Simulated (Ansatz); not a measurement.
Gas-phase electronic energies from Ansatz, PBE0-D4/def2-TZVP geometries. CCSD(T)/CBS is the MP2 limit (def2-TZVPP, def2-QZVPP) plus CCSD(T) − MP2 in def2-TZVPP, frozen cores. DFT in def2-TZVPP. def2 core potentials past Kr. For Sn outer-core shells are correlated without core-valence functions, which leaves a few kJ/mol of doubt a bond. Each species was taken in one conformer, which may not be the lowest.

Reaction (substitution at a C–Sn bond): `C#[C][Sn]([Cl])([Cl])[C]#C` + `[CH3][AlH][OH]` → `C#C[O][AlH][CH3]` + `C#[C][SnH]([Cl])[Cl]`

Task: Is it downhill or uphill in electronic energy at CCSD(T)/CBS, and by how much? (Best estimate.)

Result: Computed: Uphill: ΔE = +98.7 kJ/mol.

Task: What do these levels give: PBE-D4, BHLYP-D4, revPBE, PBE0, r2SCANh, BHLYP, LC-ωPBE, CCSD/def2-SVP, MP2/def2-TZVPP, CCSD(T)/def2-TZVPP, MP2/CBS(def2), CCSD/CBS(def2)? (An estimate is asked.)

Result: Ansatz gave: PBE-D4 64.4, BHLYP-D4 75.4, revPBE 66.1, PBE0 66.1, r2SCANh 70.9, BHLYP 71.7, LC-ωPBE 71.4, CCSD/def2-SVP 71.5, MP2/def2-TZVPP 105.3, CCSD(T)/def2-TZVPP 97.4, MP2/CBS(def2) 106.6, CCSD/CBS(def2) 96.1 kJ/mol.

Largest T1 diagnostic among the species: 0.013.

Leaving LDA and LC-ωPBE aside and taking each functional with its dispersion term where it has one, the values, not all of them listed here, spread over 18.9 kJ/mol, from PBE-D4 to B2PLYP. LDA lies −16.1 kJ/mol from PBE without D4. In def2-TZVPP, CCSD(T) changes the Hartree–Fock value by +20.7 kJ/mol (the triples alone add +2.5 kJ/mol) and MP2 by +28.6 kJ/mol. The D4 term adds +3.0 kJ/mol with B3LYP and +1.8 kJ/mol with PBE0; it sums over pairs of atoms, weighted by their polarisabilities, and B3LYP, whose exchange is more repulsive, gets the larger term.

B3LYP here is the variant with VWN-RPA as its local correlation; programs differ in this.
